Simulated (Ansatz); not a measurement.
Compare A (`C=NB(F)[SiH3]`) with its isomer B (`C[Si]1(F)BN1`).

Computed with Ansatz on PBE0-D4/def2-TZVP structures; ΔE is electronic, products minus reactants. CCSD(T)/CBS is the MP2 limit (def2-TZVPP, def2-QZVPP) plus CCSD(T) − MP2 in def2-TZVPP, frozen cores. Functionals use def2-TZVPP. B3LYP here is the variant with VWN-RPA as its local correlation; programs differ in this. Each species was taken in one conformer, which may not be the lowest.

A:

```xyz
10

C     0.500    1.948    0.935
N     0.529    0.723    0.745
B     0.490   -0.612    0.457
F     1.240   -1.473    1.166
Si   -0.703   -1.272   -1.045
H     1.188    2.626    0.418
H    -0.212    2.405    1.630
H    -1.696   -2.257   -0.534
H     0.105   -1.947   -2.099
H    -1.442   -0.143   -1.673
```

B:

```xyz
10

C    -0.647    1.416   -0.515
Si    0.118    0.122    0.568
F    -0.479    0.373    2.036
B     1.412   -1.233    0.213
N     0.059   -1.526    0.038
H    -0.344    2.414   -0.192
H    -1.737    1.364   -0.463
H    -0.334    1.277   -1.550
H     2.416   -1.859    0.096
H    -0.465   -2.347   -0.232
```

Task: Which isomer does CCSD(T)/CBS put lower? Give the gap. (Best estimate.)

Result: Computed: B, by 130.6 kJ/mol.

Task: Give E(B) − E(A) in kJ/mol with CCSD(T)/def2-TZVPP, PBE0-D4, B3LYP-D4, CCSD/def2-TZVPP, PBE-D4, HF/def2-TZVPP, r2SCAN-D4. (An estimate is asked.)

Result: Ansatz gave: CCSD(T)/def2-TZVPP -119.7, PBE0-D4 -123.5, B3LYP-D4 -102.6, CCSD/def2-TZVPP -119.7, PBE-D4 -109.8, HF/def2-TZVPP -94.6, r2SCAN-D4 -124.6. None reverses the order clearly.

Largest T1 diagnostic: 0.015.

From PBE to PBE0 (25 % exact exchange), in def2-TZVPP and without D4, E(B) − E(A) moves by −14.0 kJ/mol. In def2-TZVPP, CCSD(T) changes the Hartree–Fock value by −25.1 kJ/mol (the triples alone add −0.1 kJ/mol) and MP2 by −44.9 kJ/mol.
